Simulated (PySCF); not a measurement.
Species: 2,2,3,3,3-pentafluoro-1-propanol, C3H3F5O.
Cartesian coordinates in Å at the GFN2-xTB level; atoms count from 1:
```xyz
12
C3H3F5O angstrom
O      2.2480   -0.3251    0.1549
C      1.0778    0.3360   -0.1911
C     -0.1693   -0.3786    0.3578
F     -0.2003   -1.6612   -0.0918
F     -0.1532   -0.4541    1.7048
C     -1.4816    0.3176   -0.0794
F     -1.4778    1.5993    0.2957
F     -1.5961    0.2970   -1.4108
F     -2.5619   -0.2559    0.4319
H      2.2293   -1.2339   -0.1736
H      1.1327    1.3318    0.2559
H      0.9536    0.4264   -1.2804
```

Theory: PySCF, TDDFT PBE0/def2-SVPD, vertical, gas phase, core orbitals frozen in the response.

Transition dipole moments from the ground state, in atomic units and in the frame of the coordinates above (overall signs are arbitrary), for the states with f of 0.002 or more among the lowest 8:

| state | E (eV) | μx | μy | μz |
| --- | --- | --- | --- | --- |
| S1 | 7.570 | 0.208 | 0.042 | -0.094 |
| S2 | 8.782 | -0.068 | 0.173 | -0.286 |
| S3 | 9.025 | 0.194 | 0.064 | 0.077 |
| S5 | 9.219 | -0.050 | -0.050 | 0.196 |
| S6 | 9.558 | 0.079 | -0.050 | 0.104 |
| S7 | 9.778 | 0.248 | -0.090 | 0.285 |
| S8 | 10.118 | -0.059 | 0.267 | 0.172 |

(1) What oscillator strength does each state have?

(2) What angle do the transition dipoles of S2 and S7 make?

(3) How is the summed strength of these states shared among x, y and z?

(4) What peak molar absorption coefficient would the strongest computed level give as a lone Gaussian band 0.5 eV wide at half height?

## Answers

(1) f = (2/3) ΔE |μ|² with ΔE in hartree (27.2114 eV).

| state | \|μ\|² (au) | \|μ\| (D) | f |
| --- | --- | --- | --- |
| S1 | 0.054 | 0.59 | 0.010 |
| S2 | 0.117 | 0.87 | 0.025 |
| S3 | 0.048 | 0.56 | 0.011 |
| S5 | 0.043 | 0.53 | 0.010 |
| S6 | 0.020 | 0.36 | 0.005 |
| S7 | 0.151 | 0.99 | 0.036 |
| S8 | 0.104 | 0.82 | 0.026 |

(2) |cos θ| = |μa·μb| / (|μa| |μb|) = 0.86, so θ ≈ 31° (taken between 0 and 90°, since the signs are arbitrary).

(3) (2/3) Σ ΔE μα² gives 0.035 for x, 0.028 for y and 0.058 for z, 0.122 in all.

(4) ε(max) = 2.175×10⁸ f / FWHM, with the width in cm⁻¹. S7: 2.175×10⁸ × 0.0362 / 4033 ≈ 2000 L mol⁻¹ cm⁻¹.

One conformer stands for the species.

Without π bonds the low states may be Rydberg-like; a valence basis with one diffuse set may place them up to an eV too high.
